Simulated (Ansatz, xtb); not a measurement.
**Relative energy of two conformers of C2H7OSi**

Structure a: `CC[SiH]O`, a doublet. Structure b: `CC[SiH]O`, a doublet. Both are isolated molecules in the gas phase, relaxed with B3LYP/6-31G*.

a (Å):

```
atom    x (Å)    y (Å)    z (Å)
   C  -1.2966  -0.0096   1.0717
   C  -0.7319   1.0899   0.1508
   O  -2.2172   3.3217   1.4803
  Si  -1.8739   2.6085  -0.0044
   H  -0.6139  -0.8671   1.1310
   H  -1.4524   0.3654   2.0890
   H  -2.2617  -0.3782   0.7062
   H   0.2586   1.4093   0.5015
   H  -0.5779   0.6983  -0.8647
   H  -3.2143   2.1709  -0.5043
   H  -1.4619   3.7264   1.9299
```

b (Å):

```yaml
atoms:
  - { symbol: C, position_ang: [-1.5160, -0.5833, 1.6908] }
  - { symbol: C, position_ang: [-0.2103, 0.2276, 1.6515] }
  - { symbol: O, position_ang: [-0.6864, 1.4463, -0.8929] }
  - { symbol: Si, position_ang: [0.4822, 0.5506, -0.0817] }
  - { symbol: H, position_ang: [-1.3770, -1.5848, 1.2672] }
  - { symbol: H, position_ang: [-1.8776, -0.7053, 2.7190] }
  - { symbol: H, position_ang: [0.5737, -0.2735, 2.2358] }
  - { symbol: H, position_ang: [-0.3619, 1.2107, 2.1220] }
  - { symbol: H, position_ang: [1.7704, 1.3271, 0.0300] }
  - { symbol: H, position_ang: [-0.4673, 1.6998, -1.8005] }
  - { symbol: H, position_ang: [-2.3055, -0.0880, 1.1158] }
```

Problem. Estimate which is lower in electronic energy at CCSD(T)/def2-SVP + ΔMP2/def2-TZVPP, and by roughly how much.

Solution. Too close to call at this level: CCSD(T)/def2-SVP + ΔMP2/def2-TZVPP gives E(b) − E(a) = −0.016 eV.

The same difference at several levels:

| level | geometry | E(b) − E(a) (eV) | departure from the last row (eV) | job, with rough time for the two |
| --- | --- | --- | --- | --- |
| B3LYP/6-31G* | B3LYP/6-31G* | −0.003 | +0.013 | optimisation, 1.7 min |
| HF/def2-SVP | B3LYP/6-31G* | −0.033 | −0.017 | part of the CCSD(T) run |
| MP2/def2-SVP | B3LYP/6-31G* | −0.018 | −0.002 | part of the CCSD(T) run |
| CCSD(T)/def2-SVP | B3LYP/6-31G* | −0.017 | −0.001 | single point |
| CCSD(T)/def2-SVP + ΔMP2/def2-TZVPP | B3LYP/6-31G* | −0.016 |  | single point, 46 s |

The largest departure from CCSD(T)/def2-SVP + ΔMP2/def2-TZVPP is that of HF/def2-SVP, 0.017 eV. Levels run at GFN2-xTB geometries aren't shown. The last row adds to CCSD(T) the change of the MP2 difference between the two basis sets, here +0.001 eV.

With harmonic frequencies from B3LYP/6-31G* (ideal gas, rigid rotor, one conformer each, 200 K, 1 atm): the zero-point term adds −0.005 eV; ΔH is −0.020 and ΔG −0.021 eV.

Open shells are spin-unrestricted. The correlated steps freeze 8 core orbitals. Programs: Ansatz 0.2.0; the last row on 2 threads of Arm Neoverse V1 on a shared host.
